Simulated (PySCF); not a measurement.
Computed properties of CdClI, SMILES [Cl][Cd][I]

CdClI, SMILES [Cl][Cd][I]. Geometry: PBE0-D3(BJ)/def2-TZVP. The def2 effective core potentials stand for the cores of Cd, I; spin–orbit coupling is left out. One conformer was computed; it need not be the lowest. All values are computed for the isolated molecule unless a solvent is named; none is compared with measurement here.

**Structure.** The optimised structure has C∞v symmetry. All 4 harmonic modes at PBE0-D3(BJ)/def2-TZVP (PySCF) are real, so it is a minimum. With heavy atoms numbered as in [Cd:1]([Cl:2])[I:3], the shortest bond between them is Cd1–Cl2 at 2.277 Å and the longest Cd1–I3 at 2.573 Å.

**Vibrations.** The strongest infrared lines (harmonic, unscaled, degenerate partners summed) lie at 383 cm⁻¹ (55 km/mol, Cl 66 %, Cd 33 %), 70 cm⁻¹ (14 km/mol, Cd 48 %, Cl 43 %, I 9 %), 199 cm⁻¹ (2 km/mol, I 53 %, Cd 26 %, Cl 21 %). The softest mode is at 70 cm⁻¹ and the zero-point energy is 1.0 kcal/mol.

**Electronic structure.** HF/def2-TZVPD (PySCF) places the frontier levels at -10.38 and 0.64 eV, a gap of 11.02 eV, and gives a dipole moment of 0.79 D and a mean polarisability of 74.6 bohr³.

**Excitations.** TDA-B3LYP/def2-SVPD (PySCF) has S1 at 4.11 eV (301 nm, f = 0.017, weak); the most intense of the 10 singlets computed lies at 6.64 eV (f = 0.08). Strengths of degenerate partners are summed. T1 (TDA) is at 3.78 eV, 0.33 eV under S1. No vertical singlet excitation falls in the visible range (under 3.1 eV).
